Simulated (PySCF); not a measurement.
Computed properties of C₂H₆F₂Si₂, SMILES C(/[SiH3])([SiH2]F)=C\F

C2H6F2Si2, SMILES F/C=C(/[SiH3])[SiH2]F. Coordinates come from a TPSSh-D3(BJ)/def2-SVP optimisation. The structure was generated by enumeration; whether it is a known compound was not checked. The values are those of a single conformer. All values are computed for the isolated molecule unless a solvent is named; none is compared with measurement here.

**Structure.** The optimised structure has Cs symmetry. All 30 harmonic modes at TPSSh-D3(BJ)/def2-SVP (PySCF) are real, so it is a minimum. With heavy atoms numbered as in [F:1]/[CH:2]=[C:3](/[SiH3:4])[SiH2:5][F:6], the shortest bond between them is C2–C3 at 1.338 Å and the longest C3–Si4 at 1.878 Å.

**Vibrations.** The strongest infrared lines (harmonic, unscaled, degenerate partners summed) lie at 911 cm⁻¹ (380 km/mol, H 71 %, Si 21 %), 1670 cm⁻¹ (239 km/mol, C 94 %), 951 cm⁻¹ (222 km/mol, H 70 %, C 17 %, Si 8 %). The softest mode is at 53 cm⁻¹ and the zero-point energy is 44.7 kcal/mol.

**Electronic structure.** B3LYP/def2-TZVP (PySCF) places the frontier levels at -7.86 and -1.27 eV, a gap of 6.59 eV, and gives a dipole moment of 1.60 D and a mean polarisability of 75.0 bohr³. PBE/def2-TZVP (PySCF) at the same geometry gives -6.88 and -2.01 eV, so its gap is 1.72 eV narrower. An orbital gap is neither the optical nor the fundamental gap.

**Excitations.** TDA-B3LYP/def2-SVPD (PySCF) has S1 at 6.41 eV (194 nm, f = 0.000, dark); the most intense of the 10 singlets computed lies at 6.80 eV (f = 0.26). T1 (TDA) is at 4.08 eV, 2.33 eV under S1. TDA-PBE/def2-SVPD (PySCF) puts S1 at 6.01 eV. No vertical singlet excitation falls in the visible range (under 3.1 eV).

**NMR.** GIAO shifts at PBE0/pcSseg-1 (PySCF) (non-relativistic, atoms alike by connectivity averaged): ¹³C from 109.5 to 173.2 ppm against TMS; ¹H from 4.5 to 7.1 ppm against TMS; ²⁹Si from -70.9 to -1.0 ppm against TMS; ¹⁹F from -236.0 to -48.6 ppm against CFCl3.

**Solvation.** SMD-ωB97X/6-31G* (PySCF) gives 2.6 kcal/mol in water, -1.4 kcal/mol in ethylethanoate, -1.8 kcal/mol in acetone (1 M in both phases, gas-phase geometry); of these solvents acetone holds the molecule best.
